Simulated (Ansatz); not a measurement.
C2H6GeTe (`C=C[Te][GeH3]`). Charge 0, multiplicity 1. Te takes the def2 core potential. Geometry: relaxed with PBE0-D4/def2-TZVP. It is one conformer, not always the lowest.

```xyz
10

C    -0.786    0.629   -2.139
C    -0.614   -0.144   -1.077
Te    1.262   -0.888   -0.485
Ge    0.888   -0.327    1.978
H     0.043    0.988   -2.738
H    -1.783    0.929   -2.448
H    -1.457   -0.490   -0.488
H    -0.501   -0.838    2.395
H     0.968    1.188    2.223
H     1.981   -1.047    2.779
```

What is the dipole moment at r2SCAN/def2-TZVPP? (Best estimate.)

Computed: 0.86 D, with components (-0.72, 0.43, 0.20) D in this frame, pointing from negative to positive charge.

And with PBE, B3LYP, ωB97M-V? (Best estimate.)

The calculation gave: PBE 0.76 D, B3LYP 0.77 D, ωB97M-V 0.86 D.

Give the Mulliken charges with r2SCAN, B3LYP, PBE in def2-TZVPP. (Estimate.)

Ansatz gave: 
```csv
atom,r2SCAN,B3LYP,PBE
C1,-0.18,-0.22,-0.20
C2,-0.15,-0.20,-0.16
Te3,-0.05,0.00,-0.02
Ge4,0.14,0.10,0.09
H5,0.09,0.11,0.09
H6,0.09,0.11,0.10
H7,0.08,0.11,0.09
H8,-0.01,0.00,0.00
H9,-0.01,0.00,0.00
H10,-0.01,0.00,0.00
```

B3LYP here is the variant with VWN-RPA as its local correlation; programs differ in this.
